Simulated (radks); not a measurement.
The table gives one normalised radial function P(r) = r R(r) (large component) of Co3+ in [Ar] 3d6 (r in bohr). All-electron calculation, Dirac Kohn-Sham, LDA (Slater exchange, Perdew-Wang correlation), spin-unpolarised, spherical densities, finite nucleus; open shells fill j = l - 1/2 first; Fermi nuclear charge, rms radius 3.7875 fm. Program: a radial shooting solver on a logarithmic mesh with Libxc functionals.

r	P
0.002666	0.0023
0.003006	0.0028
0.003389	0.0035
0.003821	0.0043
0.004309	0.0052
0.004858	0.0064
0.005477	0.0079
0.006176	0.0098
0.006963	0.0120
0.007851	0.0149
0.008852	0.0183
0.009981	0.0226
0.01125	0.0279
0.01259	0.0339
0.01419	0.0417
0.016	0.0512
0.01804	0.0627
0.02034	0.0766
0.02293	0.0933
0.02586	0.1131
0.02916	0.1367
0.03287	0.1642
0.03706	0.1962
0.04179	0.2327
0.04712	0.2740
0.05312	0.3197
0.0599	0.3692
0.06753	0.4215
0.07614	0.4746
0.08585	0.5262
0.0968	0.5727
0.1091	0.6099
0.1231	0.6328
0.1387	0.6356
0.1564	0.6126
0.1764	0.5583
0.1989	0.4683
0.2242	0.3406
0.2528	0.1759
0.285	-0.0211
0.3214	-0.2416
0.3624	-0.4726
0.4086	-0.6977
0.4606	-0.8989
0.5194	-1.0588
0.5809	-1.1584
0.655	-1.2039
0.7385	-1.1849
0.8327	-1.1077
0.9388	-0.9847
1.059	-0.8322
1.193	-0.6677
1.346	-0.5070
1.517	-0.3629
1.711	-0.2435
1.929	-0.1521
2.175	-0.0878
2.452	-0.0463
2.765	-0.0221
3.117	-0.0094
3.514	-0.0036

Which n and l does it have? It may be an empty orbital.

Answer. n = 3, l = 1: the number of nodes gives n - l - 1 = 1, the rise at small r points to l (for j = l - 1/2 the large component starts outside the nucleus as r^gamma with gamma = sqrt(l^2 - (Z/c)^2) = 0.98 and the r^(l+1) term takes over further out; the orbital of l - 1 with the same j starts with the same power, but with a larger coefficient, and does not steepen), and the extent must fit the shell. The curve is that of 3p1/2; the two j differ most near the nucleus, where j = l - 1/2 has the larger amplitude, and in heavy atoms j = l - 1/2 is also the more compact. 3p1/2: eigenvalue -104.92 eV, 1 radial node at r = 0.282 bohr, <r> = 0.800 bohr, 90 % of the charge inside 1.23 bohr.
